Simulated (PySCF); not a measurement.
Work out the structure from these simulated measurements.

Elements present: C, H and Si. Monoisotopic mass: 148.0560 u.

- Rotational structure: rotational constants A, B, C: 1.194, 0.976, 0.925 GHz [PBE0-D3(BJ)/def2-SVP]
- XPS: Si2p3/2 105.6, Si2p3/2 106.1 (×2), C1s 290.0 (×2), C1s 290.6 (×2), Si1s 1845.3, Si1s 1845.8 (×2) eV [ΔSCF SCAN, pcX-2 on the ionised atom, pcseg-1 elsewhere, spin-free X2C, 2p3/2 from a spin–orbit splitting computed afterwards within the 2p shell]
- 13C NMR: chemical shifts (computed TMS as zero) by class: 13.1 (2 C), 10.1 (2 C) ppm [GIAO KT2/pcSseg-1]
- UV, first state: lowest singlet excitation: 6.23 eV (199 nm, f = 0.056) [TDDFT B3LYP/def2-SVPD]
- UV, strongest line: among the 10 lowest singlet transitions: S9 at 7.13 eV (174 nm, f = 0.138) [TDDFT B3LYP/def2-SVPD]
- Polarisability: 141.0 au [B3LYP/def2-SVPD]

The electronic properties come from PySCF, for the isolated species, density fitting. Levels stand in brackets. The structure is a single PBE0-D3(BJ)/def2-SVP conformer in the gas phase; no vibrational or solvent corrections. Each NMR value is the plain mean over a class of atoms that symmetry, rotation or inversion makes alike.

Question: Which formula fits the mass and the elements?

Answer: C4H16Si3 (calculated 148.0560). No other formula that holds each of these elements comes within 0.0003 u with a fitting electron parity and a possible valence count.

Question: What is the compound? Reason from the data.

Answer: 4 carbons fall into 2 classes; from least to most shielded: carbon bonded to C and 3 H (13.1 ppm, 2 C), carbon bonded to C, Si and 2 H (10.1 ppm, 2 C, up to 2.4 ppm apart in this geometry). The core levels belong to: Si2p3/2 105.6 eV, silicon bonded to 2 C and 2 Si; Si2p3/2 106.1 eV, silicon bonded to Si and 3 H; C1s 290.0 eV, carbon bonded to C, Si and 2 H; C1s 290.6 eV, carbon bonded to C and 3 H; Si1s 1845.3 eV, silicon bonded to 2 C and 2 Si; Si1s 1845.8 eV, silicon bonded to Si and 3 H. One atom of each topological class was ionised and stands for its class. The optimised geometry has point group C1 and is an asymmetric top. Structure: `CC[Si]([SiH3])([SiH3])CC` (SiEt2(SiH3)2). The assignments are read from this structure; whether some other isomer fits the data as well wasn't checked.
